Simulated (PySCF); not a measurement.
**Excited states of Mg (magnesium, neutral)**

Ground state [Ne] 3s2, ¹S. All numbers are calculated (PySCF 2.14, scalar relativity by spin-free X2C-1e, in aug-cc-pCVTZ-DK with one added diffuse shell each of s, p, d, f type (9s8p6d4f, 91 functions)). Vertical excitation energies in eV without spin-orbit coupling; excited terms of each kind are numbered among those the solver found. Frozen: nothing.

| term | leading excitation | EOM-EE-CCSD | measured centre of gravity (NIST) |
| --- | --- | --- | --- |
| 1 3P° | 3s → p | 2.670 | 2.714 (3s3p) |
| 1 1P° | 3s → p | 4.350 | 4.346 (3s3p) |
| 1 3S | 3s → s | 5.080 | 5.108 (3s4s) |
| 1 1S | 3s → s | 5.379 | 5.394 (3s4s) |
| 1 1D | 3s → d | 5.768 | 5.753 (3s3d) |
| 2 3P° | 3s → p | 5.925 | n/a |
| 1 3D | 3s → d | 5.942 | 5.946 (3s3d) |
| 2 1P° | 3s → p | 6.099 | n/a |
| 2 3S | 3s → s | 6.419 | n/a |
| 2 1S | 3s → s | 6.530 | n/a |
| 2 1D | 3s → d | 7.073 | n/a |
| 2 3D | 3s → d | 7.724 | n/a |
| 1 3F° | 3s → f | 8.009 | 6.779 (3s4f) |
| 1 1F° | 3s → f | 8.013 | 6.779 (3s4f) |

Only the lower part of the computed list is shown. Doubly excited terms such as np² are absent. The solver can miss terms. Rydberg members are limited by the diffuse functions of the basis.
